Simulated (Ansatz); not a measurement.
Cost and result for the atomization energy of CH₆AlGa (9 atoms, 8 bonds).

| atom | x (Å) | y (Å) | z (Å) |
| --- | --- | --- | --- |
| C1 | -0.642 | -1.401 | 0.288 |
| Ga2 | 1.185 | 2.585 | -0.531 |
| Al3 | 0.156 | 0.340 | -0.070 |
| H4 | -1.207 | -1.759 | -0.577 |
| H5 | 0.124 | -2.145 | 0.519 |
| H6 | -1.328 | -1.351 | 1.138 |
| H7 | 1.278 | 0.711 | -1.270 |
| H8 | 1.086 | 1.263 | 0.989 |
| H9 | -0.653 | 1.758 | -0.485 |

Total charge 0; spin multiplicity 1. Correlated methods include outer-core shells of Ga, which these sets cover unevenly. Scalar relativity is left out up to krypton. The bonds changed during the relaxation, so this is another structure than the one it started from. The geometry is a stationary point of PBE0-D4/def2-TZVP. Program: Ansatz. All runs use 2 threads of an Arm Neoverse V1 on a shared host. Times are those of one run each, without the atoms' runs, and a repeat can differ threefold. Electronic energies, without spin–orbit coupling; frozen cores. CCSD(T)/CBS adds CCSD(T) − MP2 in def2-TZVPP to the MP2 limit, and its time is that of the two runs behind it. T1 = 0.014. With those shells the extrapolation isn't a true limit. B3LYP takes the VWN-RPA correlation (the form of Gaussian; ORCA's B3LYP/G).

CCSD(T)/CBS is a level of theory with its own doubt, some kJ/mol a heavy atom from the limit and from the frozen cores, so smaller differences don't rank the functionals.

```
                             level  functions  wall time
            LDA (SPW92)/def2-TZVPP        205      1.6 s
                BLYP-D4/def2-TZVPP        205      2.9 s
               BHLYP-D4/def2-TZVPP        205      3.6 s
                PBE0-D4/def2-TZVPP        205      3.8 s
                  CCSD(T)/def2-SVP         94      3.8 s
           CAM-B3LYP-D4/def2-TZVPP        205      4.2 s
 B3LYP-D4/def2-TZVPP (with forces)        205        6 s
r2SCAN-D4/def2-TZVPP (with forces)        205      6.5 s
             r2SCANh-D4/def2-TZVPP        205        7 s
                ωB97X-V/def2-TZVPP        205       11 s
                    MP2/def2-QZVPP        396       23 s
                CCSD(T)/def2-TZVPP        205       74 s
                 CCSD(T)/CBS(def2)          –       96 s
```

**Question.** What atomization energy does each give, and how far from CCSD(T)/CBS? (Best estimate.)

**Answer.** Ansatz gave: 
| level | atomization (kJ/mol) | difference from CCSD(T)/CBS | per bond |
| --- | --- | --- | --- |
| LDA (SPW92)/def2-TZVPP | 2927.6 | 295.9 | 37.0 |
| BLYP-D4/def2-TZVPP | 2590.9 | -40.8 | -5.1 |
| BHLYP-D4/def2-TZVPP | 2575.2 | -56.5 | -7.1 |
| PBE0-D4/def2-TZVPP | 2606.6 | -25.1 | -3.1 |
| CCSD(T)/def2-SVP | 2486.6 | -145.1 | -18.1 |
| CAM-B3LYP-D4/def2-TZVPP | 2621.2 | -10.5 | -1.3 |
| B3LYP-D4/def2-TZVPP (with forces) | 2616.0 | -15.7 | -2.0 |
| r2SCAN-D4/def2-TZVPP (with forces) | 2639.8 | 8.1 | 1.0 |
| r2SCANh-D4/def2-TZVPP | 2630.0 | -1.7 | -0.2 |
| ωB97X-V/def2-TZVPP | 2623.2 | -8.5 | -1.1 |
| MP2/def2-QZVPP | 2587.5 | -44.2 | -5.5 |
| CCSD(T)/def2-TZVPP | 2573.0 | -58.7 | -7.3 |
| CCSD(T)/CBS(def2) | 2631.7 | 0.0 | 0.0 |

The D4 term adds +24.8 kJ/mol with B3LYP and +12.9 kJ/mol with PBE0; it sums over pairs of atoms, weighted by their polarisabilities, and B3LYP, whose exchange is more repulsive, gets the larger term. From r2SCAN to r2SCAN0 (25 % exact exchange), in def2-TZVPP and without D4, the atomization energy moves by −24.0 kJ/mol: exact exchange takes away binding that semilocal exchange gives to molecules. In def2-TZVPP, CCSD(T) changes the Hartree–Fock value by +602.5 kJ/mol (the triples alone add +28.2 kJ/mol) and MP2 by +582.8 kJ/mol; breaking electron pairs costs correlation energy, which Hartree–Fock lacks.
